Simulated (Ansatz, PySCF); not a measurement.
Cl3FTi, SMILES [F][Ti]([Cl])([Cl])[Cl], multiplicity 1. Atoms are numbered in the order given.

```xyz
5

F      0.0000     0.0007     1.9648
Ti     0.0000     0.0001     0.2519
Cl    -1.7601    -1.0167    -0.4549
Cl     1.7601    -1.0167    -0.4549
Cl     0.0000     2.0325    -0.4560
```

Geometry: ωB97X-D3(BJ)/def2-SVP. The spin state was assumed, not searched.

Two levels are set side by side: PBE-D3(BJ)/def2-SVP (Ansatz, a program for electronic structure) and ωB97X-D3(BJ)/def2-SVP (PySCF). Each level has its own optimised geometry; the coordinates shown are those of the second. Frequencies come from the Hessian of PySCF at each geometry. Differences are taken from unrounded values.

```json
[
 {"quantity": "mean bond length (Å)", "ωB97X-D3(BJ)": "2.042"},
 {"quantity": "bond F1–Ti2 (Å)", "ωB97X-D3(BJ)": "1.713"},
 {"quantity": "bond Ti2–Cl3 (Å)", "ωB97X-D3(BJ)": "2.152"},
 {"quantity": "bond Ti2–Cl4 (Å)", "ωB97X-D3(BJ)": "2.152"},
 {"quantity": "bond Ti2–Cl5 (Å)", "ωB97X-D3(BJ)": "2.152"},
 {"quantity": "highest harmonic wavenumber (cm⁻¹)", "ωB97X-D3(BJ)": "834"},
 {"quantity": "mean harmonic wavenumber (cm⁻¹)", "ωB97X-D3(BJ)": "342"},
 {"quantity": "zero-point energy (kcal/mol)", "ωB97X-D3(BJ)": "4.40"}
]
```

Question: What does PBE-D3(BJ) give, and how far is it from ωB97X-D3(BJ)? (The exact figures need the calculation; the answer reports its results.)

Answer: 
```
quantity                            PBE-D3(BJ)  PBE-D3(BJ) minus ωB97X-D3(BJ)
----------------------------------  ----------  -----------------------------
mean bond length (Å)                     2.067                          0.025
bond F1–Ti2 (Å)                          1.734                          0.021
bond Ti2–Cl3 (Å)                         2.178                          0.026
bond Ti2–Cl4 (Å)                         2.178                          0.026
bond Ti2–Cl5 (Å)                         2.178                          0.026
highest harmonic wavenumber (cm⁻¹)         789                            -45
mean harmonic wavenumber (cm⁻¹)            322                            -20
zero-point energy (kcal/mol)              4.14                          -0.26
```

Exact exchange shortens and stiffens bonds; PBE has none. Differences between two approximate levels are no errors against the true value.
